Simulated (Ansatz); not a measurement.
Basis-set extrapolation for C₂H₇ClSSi, SMILES `CS[SiH](C)Cl` (PBE0-D4/def2-TZVP geometry, frozen core, Ansatz). Multiplicity 1, RHF reference.

```json
{"": "HF", "def2-TZVPP": "-1225.939679", "def2-QZVPP": "-1225.976527"}
{"": "MP2 correlation", "def2-TZVPP": "-0.843243", "def2-QZVPP": "-0.911429"}
{"": "CCSD(T) correlation", "def2-TZVPP": "-0.948177", "def2-QZVPP": "not run"}
```

Energies in hartree. Use E(X) = E(∞) + A·exp(−7.88·√X) for Hartree–Fock and E(X) = E(∞) + B·X^(−2.97) for correlation, with X = 3 and 4, and add CCSD(T) minus MP2 of the smaller set to the MP2 limit.

**Question.** What is the CCSD(T) energy at the basis-set limit?

**Answer.** HF limit: -1225.976527 + (-0.036848) × 0.13774 = -1225.98160. MP2 limit: -0.911429 + (-0.068186) × 0.74074 = -0.96194. Higher-order term: -0.948177 − (-0.843243) = -0.10493. Total: -1227.04847 hartree, 100.8 kcal/mol below CCSD(T)/def2-TZVPP.
